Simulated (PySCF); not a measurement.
## Radial density of Mo (molybdenum, neutral)

r2SCAN, [Kr] 4d5 5s1, high-spin 7S determinant. All numbers are calculated (PySCF 2.14, scalar relativity through the core potential, in aug-cc-pVDZ-PP with ECP28MDF (5s5p4d2f, 54 functions)). This is the valence pseudo-density: the core potential removes the inner electrons and smooths the orbitals near the nucleus.

| r (bohr) | 4πr²ρ (e/bohr) | 4πr²(ρα − ρβ) |
| --- | --- | --- |
| 0.0438 | 2.365e-05 | 0.0000 |
| 0.0737 | 7.039e-05 | 0.0000 |
| 0.124 | 0.0003646 | 0.0001 |
| 0.208 | 0.004326 | 0.0011 |
| 0.351 | 0.1021 | 0.0239 |
| 0.590 | 2.435 | 0.3742 |
| 0.992 | 10.73 | 2.0279 |
| 1.67 | 5.820 | 2.6777 |
| 2.81 | 1.388 | 1.2892 |
| 4.72 | 0.2480 | 0.2477 |
| 7.94 | 0.007713 | 0.0077 |

Energies and moments cover only the electrons outside the core potential.
